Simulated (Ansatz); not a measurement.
An input meant for Ga(NH3)F3 (GaNF3H3) (charge 0, singlet).

```yaml
crystal:
  periodic: [true, true, true]
  atoms:
    - {symbol: Ga, position_ang: [-0.002405, 0.003806, -1.058856]}
    - {symbol: N, position_ang: [0.002254, -0.003528, 1.018236]}
    - {symbol: H, position_ang: [-0.658406, 0.699623, 1.377855]}
    - {symbol: H, position_ang: [0.943921, 0.215769, 1.372345]}
    - {symbol: H, position_ang: [-0.276281, -0.929956, 1.370902]}
    - {symbol: F, position_ang: [1.701119, 0.389986, -1.362589]}
    - {symbol: F, position_ang: [-1.188759, 1.288003, -1.353322]}
    - {symbol: F, position_ang: [-0.521434, -1.663694, -1.364581]}
basis:
  gaussian: {orbitals: cc-pVDZ}
hamiltonian: {xc: {name: B97M-V}}
scf: {omitted_lower_state_checks: [starts]}
```

```sh
$ ansatz run in.yaml --threads 4 --pin off --events-out ev --progress --plain --max-ram 3916MiB
```

Shortened log:

```
Error: YAML parse error: error: line 2 column 3: crystal: missing field `lattice` (a structure is typed as `lattice` and `atoms`, a molecule's as `atoms` in Å alone, or read from a run's directory, `checkpoint`)
 --> <input>:2:3
1 | crystal:
2 |   periodic: [true, true, true]
3 |   atoms:
4 |     - {symbol: Ga, position_ang: [-0.002405, 0.003806, -1.058856]}
```

In this input the species is marked periodic without a cell. The input was rejected before any iteration.
